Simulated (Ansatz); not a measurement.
Geometry optimisation, DFT PBEsol, scalar-relativistic, plane waves, PAW in Ansatz.

The input (input.yaml):

```yaml
crystal:
  lattice:
    - [11.18, 0.0, 0.0]
    - [0.0, 11.18, 0.0]
    - [0.0, 0.0, 11.18]
  atoms:
    - { symbol: Rb, position: [0.0, 0.0, 0.0] }
    - { symbol: Rb, position: [0.5, 0.0, 0.0] }
    - { symbol: Rb, position: [0.0, 0.5, 0.0] }
    - { symbol: Rb, position: [0.0, 0.0, 0.5] }
    - { symbol: Rb, position: [0.25, 0.25, 0.25] }
    - { symbol: Rb, position: [0.5, 0.5, 0.0] }
    - { symbol: Rb, position: [0.5, 0.0, 0.5] }
    - { symbol: Rb, position: [0.75, 0.25, 0.25] }
    - { symbol: Rb, position: [0.0, 0.5, 0.5] }
    - { symbol: Rb, position: [0.25, 0.75, 0.25] }
    - { symbol: Rb, position: [0.25, 0.25, 0.75] }
    - { symbol: Rb, position: [0.5, 0.5, 0.5] }
    - { symbol: Rb, position: [0.75, 0.75, 0.25] }
    - { symbol: Rb, position: [0.75, 0.25, 0.75] }
    - { symbol: Rb, position: [0.25, 0.75, 0.75] }
    - { symbol: Rb, position: [0.75, 0.75, 0.75] }
    - { symbol: H, position: [0.2505908, 0.8746132, 0.5027055] }
basis:
  ecutwfc: 420.0
kpoints:
  mp_grid: { grid: [1, 1, 1] }
hamiltonian:
  xc: pbesol
scf:
  occupations: { method: fermi_dirac, width: 0.05 }
  lower_state_search: "off"
relax:
  f_tol: 0.08
  max_steps: 25
  adjacent_minimum: "off"
```

Command:

```bash
$ ansatz run input.yaml --threads 2 --pin off --max-ram 5120MiB --backend cpu --events-out ev --progress --plain --runs-dir out
```

Where does it end, and by what steps?

It converged. The threshold is loose, so the end isn't yet a minimum. The force dipped under the threshold on the way, but the program's further checks kept it going. Limits of this set-up: coarse k mesh, odd electron count without spin. After 6 steps the energy has fallen by 0.267 eV; Rb15 moved furthest, 0.45 Å.

```tsv
step	energy less start (eV)	largest force component (eV/Å)	accepted
0	0.0000	0.272	yes
1	-0.0814	0.233	yes
2	-0.2185	0.089	yes
3	-0.2375	0.051	yes
4	-0.2466	0.022	yes
5	-0.2613	0.024	yes
6	-0.2675	0.019	yes
```

```xyz
17
Lattice="11.1800 0.0000 0.0000 0.0000 11.1800 0.0000 0.0000 0.0000 11.1800" Properties=species:S:1:pos:R:3
Rb 0.207 -0.149 0.002
Rb 5.384 -0.149 0.002
Rb -0.161 5.744 0.001
Rb 0.443 0.057 5.593
Rb 2.795 3.020 2.648
Rb 5.752 5.744 0.001
Rb 5.146 0.056 5.593
Rb 8.385 2.640 2.635
Rb -0.149 5.364 5.592
Rb 2.796 8.326 3.237
Rb 2.795 3.021 8.536
Rb 5.740 5.364 5.592
Rb 8.385 8.534 3.003
Rb 8.385 2.640 8.549
Rb 2.796 8.330 7.939
Rb 8.385 8.534 8.181
H 2.797 9.782 5.597
```

Time of the run: 26 s on 2 threads of Arm Neoverse V1, on a shared host, peak memory 0.81 GiB.
